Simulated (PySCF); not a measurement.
Constitutional and geometric isomers with formula C4H4. Isolated molecules, 0 K electronic values unless said otherwise. Strings in code marks are SMILES.

These are PySCF with TPSSh-D3(BJ)/def2-TZVP // CAM-B3LYP-D3(BJ)/def2-TZVP values and carry that method's errors. All candidates: neutral, multiplicity 1. Delta-SCF ions had no search for a lower state. Excitations are Tamm–Dancoff values on a coarser integration grid. The basis has no diffuse functions, so Rydberg states are missing or too high.

The LUMO is -1.94 eV. The T1 excitation (TDA) comes out as 2.81 eV and the vertical ionisation energy (Delta-SCF) is 9.10 eV.

**Question.** Identify which member has these values.
A) `C#CC=C`
B) `C=C=C=C`
C) `C=C1C=C1`
D) `C1=CC=C1`

**Answer.** B, `C=C=C=C`. The others give `C=C1C=C1`: -0.98 eV, 3.19 eV, 8.12 eV; `C#CC=C`: -1.32 eV, 3.51 eV, 9.28 eV; `C1=CC=C1`: -2.01 eV, 1.25 eV, 7.79 eV
